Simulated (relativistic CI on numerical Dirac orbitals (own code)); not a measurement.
Cd3+ (4d9) in a crystal field

Calculated by Dirac-Coulomb-Breit CI, orbitals from a KLI potential per configuration, a model potential for QED, valence Slater integrals scaled by 0.9, one configuration in a parametric crystal field (own radial code).

Field parameters in Wybourne normalisation: Oh B⁴₀ = 21Dq, B⁴₄ = √(5/14) B⁴₀. The field is a parameter set, without covalency.

S is read from ⟨S²⟩ = S(S + 1).

Levels (cm⁻¹, degeneracy): 0 (4), 38239 (2), 41784 (4).

Q: Which field gives this pattern?
A. Oh, 10Dq = 26650 cm⁻¹
B. Oh, 10Dq = 39250 cm⁻¹
C. Oh, 10Dq = 40300 cm⁻¹
D. Oh, 10Dq = 43350 cm⁻¹

A: C. Oh, 10Dq = 40300 cm⁻¹, ground level with S = 0.50.
